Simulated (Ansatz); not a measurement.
`[GeH3][CH2]CBr` + `FC[SiH3]` → `FC([SiH3])CBr` + `[CH3][GeH3]`  (formal exchange of groups at a C–C bond)

Calculated with Ansatz (gas phase, PBE0-D4/def2-TZVP geometries, no zero-point term in ΔE). CBS: MP2 limit from def2 TZ/QZ plus the TZ coupled-cluster correction, frozen cores. For Br, Ge outer-core shells are correlated without core-valence functions, which leaves a few kJ/mol of doubt a bond. Scalar relativity is left out up to krypton. Each species was taken in one conformer, which may not be the lowest.

`[GeH3][CH2]CBr`:

Z-matrix (Å, degrees):
```
Ge
C 1 1.970
H 1 1.539 2 109.8
H 1 1.536 2 109.5 3 120.2
H 1 1.539 2 109.8 3 -119.6
C 2 1.502 1 111.6 3 59.9
H 2 1.092 1 108.0 3 -62.2
H 2 1.092 1 108.0 3 -178.1
Br 6 1.960 2 112.1 1 180.0
H 6 1.089 2 112.7 1 -62.1
H 6 1.089 2 112.7 1 62.0
```

`FC[SiH3]`:

Cartesian coordinates in Å:
```
F -1.518 -0.490 1.095
C -0.475 0.368 0.765
Si 0.487 -0.304 -0.724
H 0.174 0.470 1.641
H -0.900 1.354 0.548
H 1.584 0.654 -1.027
H -0.412 -0.420 -1.899
H 1.061 -1.634 -0.399
```

`FC([SiH3])CBr`:

Z-matrix (Å, degrees):
```
C
Si 1 1.912
C 1 1.499 2 112.2
F 1 1.391 2 107.8 3 121.3
H 1 1.096 2 109.4 3 -122.3
H 2 1.487 1 108.5 3 63.2
H 2 1.484 1 109.3 3 -56.5
H 2 1.482 1 108.7 3 -177.1
Br 3 1.949 1 112.7 2 -174.4
H 3 1.089 1 110.7 2 -55.9
H 3 1.089 1 111.5 2 66.5
```

`[CH3][GeH3]`:

Cartesian coordinates in Å:
```
C 0.353 0.901 -0.370
Ge -0.313 -0.797 0.328
H 1.418 0.826 -0.594
H -0.177 1.168 -1.285
H 0.206 1.695 0.362
H -0.101 -1.921 -0.703
H -1.816 -0.697 0.640
H 0.431 -1.174 1.622
```

```csv
species,CCSD(T)/CBS(def2) energy (Eh)
`[GeH3][CH2]CBr`,-4729.74439
`FC[SiH3]`,-429.90570
`FC([SiH3])CBr`,-3041.88696
`[CH3][GeH3]`,-2117.76728
```

**Question.** Work out ΔE.

**Answer.** ΔE = (-3041.88696) + (-2117.76728) − (-4729.74439) − (-429.90570) = -0.00415 Eh = -10.9 kJ/mol.

Largest T1 diagnostic among the species: 0.011.
